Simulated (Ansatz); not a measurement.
Species: GaF, charge 1, multiplicity 2. 
Coordinates optimised at B3LYP-D3(BJ)/def2-TZVP (Ansatz, a quantum-chemistry and plane-wave program):
```xyz
2

Ga     0.0000     0.0000    -0.3878
F      0.0000     0.0000     1.3358
```
Charge +1, spin multiplicity 2.

Basis-set convergence of Hartree-Fock and CCSD correlation energies (hartree) with Ansatz. Cores are frozen in the correlated levels unless marked. UHF or UKS for open shells. Spin-orbit coupling is left out. Frozen are the shells of the preceding noble gas and the d and f shells that filled before the atom's block. Non-relativistic.

```csv
basis,functions,E(HF),"E(corr, CCSD)"
def2-SVP,46,-2022.07125,-0.22009
def2-TZVPP,79,-2022.45073,-0.28478
def2-QZVPP,146,-2022.49632,-0.30846
```

Extrapolating the two largest sets (X = 3 and 4) as X^-3: E(corr) = (64·(-0.30846) - 27·(-0.28478))/37 = -0.3257 Eh, an estimate of the basis-set limit. The largest set recovers 94.7 % of it, the smallest 67.6 %.
